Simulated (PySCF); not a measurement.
C2H8N2OSi, SMILES C(/C)=N/[Si@H](N)O. Coordinates come from a PBE-D3(BJ)/def2-SVP optimisation. The structure was generated by enumeration; whether it is a known compound was not checked. The values are those of a single conformer.

Task: Give the equilibrium geometry at PBE-D3(BJ)/def2-SVP (PySCF confirms it by a frequency run) as a Z-matrix. (Estimate from the structure and the level; the computed values follow.)

Result: This is not unique; one that fits is 
```
N
C 1 1.2734
H 2 1.1214 1 118.01
C 2 1.5070 3 113.64 1 179.86
H 4 1.1067 2 112.16 3 179.32
H 4 1.1113 5 109.29 2 122.33
H 4 1.1114 5 109.17 6 115.52
Si 1 1.7537 2 133.52 3 -178.11
O 8 1.6853 1 105.11 2 111.63
H 9 0.9744 8 112.56 1 39.14
N 8 1.7289 9 118.92 10 -75.15
H 11 1.0216 8 120.47 9 -71.18
H 11 1.0223 12 111.74 8 -148.69
H 8 1.5000 9 102.52 10 167.48
```
Charge 0, spin multiplicity 1.
